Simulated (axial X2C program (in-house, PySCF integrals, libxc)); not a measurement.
# Potential curves of SrH⁺, two-component

Computed with an axial X2C code built on PySCF integrals. Two-component (2c) means X2C with spin–orbit coupling and atomic mean-field two-electron Coulomb and Gaunt terms. Basis: Sr dyall-cv3z [13s12p8d5f1g], H dyall-v3z [6s2p1d] (cores contracted in-house); Gaussian nuclei, density fitting, unrestricted open shells. Masses: Sr 87.906 u, H 1.008 u.

State: Ω = 0 (closed shell). Energies in cm⁻¹ from the fragments at the same level (Sr+ + H). Fits are polynomials in 1 − R0/R over 0.85 to 1.23 times the lowest point R0.

| R (Å) | CCSD | PBE0 |
| --- | --- | --- |
| 1.7565 |  | -14779 |
| 1.8373 | -15386 | -16310 |
| 1.8979 | -16188 | -17010 |
| 1.9584 | -16661 | -17393 |
| 2.0190 | -16858 | -17510 |
| 2.0897 | -16800 | -17370 |
| 2.1603 | -16488 | -16986 |
| 2.2512 | -15796 | -16213 |
| 2.3622 |  | -14956 |
| 2.5238 |  | -12735 |

Correlated methods: 10 electrons correlated (number of frozen shells: Sr 3 s, 2 p, 1 d; H none), 196 virtual spin orbitals or spinors in MP2, 90 natural virtuals in coupled cluster.

The state is a single determinant with fixed occupations, the lowest that a limited PBE0 search found. The closed shell is kept restricted, so the energy runs too high when the bond is stretched far. De is counted from the lowest determinant-based energies of the atoms at the same level, without counterpoise correction. CCSD ran in a truncated set of natural virtual spinors with an MP2 remainder; without triples it tends to underbind. Coupled cluster ran on the points near the minimum only. MP2 and coupled cluster on one determinant become unreliable at the stretched end.

(1) What are Re, ωe and De at the CCSD level?

(2) What are Re, ωe and De at the PBE0 level?

## Answers

(1) At CCSD, 2c: Re = 2.039 Å, ωe ≈ 1410 cm⁻¹, De = 2.09 eV to Sr+ + H; Be follows as 4.07 cm⁻¹.

(2) At PBE0, 2c: Re = 2.019 Å, ωe ≈ 1430 cm⁻¹, De = 2.17 eV to Sr+ + H; Be follows as 4.15 cm⁻¹.
